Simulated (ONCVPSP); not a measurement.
## Building the ONCV potential for indium (In) (PBEsol, fully relativistic).

```json
{
 "Element": "indium (In)",
 "Generator": "ONCVPSP 4.0.1",
 "Type": "optimised norm-conserving Vanderbilt (ONCV)",
 "Functional": "PBEsol",
 "Relativity": "fully relativistic",
 "Frozen core": "[Ar] 3d10",
 "Valence charge": "21",
 "Reference configuration": "4s2 4p6 4d10 5s1 (charge +2)",
 "Partial waves": "4s+5s: rc 1.25 bohr, ncon 3, nbas 6, qcut 8.6 1/bohr, 2 projectors; 4p: rc 1.40 bohr, ncon 5, nbas 9, qcut 12.2 1/bohr, 2 projectors, debl 3.6 Ha; 4d: rc 1.20 bohr, ncon 5, nbas 9, qcut 9 1/bohr, 2 projectors, debl 1.5 Ha",
 "Local potential": "polynomial inside 0.95 bohr (lpopt 5, dvloc0 0 Ha)",
 "Core correction": "none"
}
```

Open shells are filled in proportion to 2j + 1.

**Question.** Estimate the cutoffs (Ha) at which the residual kinetic energy of the hardest occupied pseudo-wave falls to 1 and 0.1 mHa per electron.

**Answer.** 48 Ha and 102 Ha.

**Question.** What does a ghost test show?

**Answer.** No bound ghost flagged; GHOST(+) flagged for s at 224.3 eV.

**Question.** Tests: 4s2 4p6 4d10 5s2 5p1; 4s2 4p6 4d10 5s2; 4s2 4p6 4d10 5s0; 4s2 4p6 4d10 5s1 5p2. Which has the largest error in its energy relative to the reference configuration, and how large is it?

**Answer.** 4s2 4p6 4d10 5s2 5p1, with -0.8 meV (all-electron minus pseudo) on -24.65 eV.
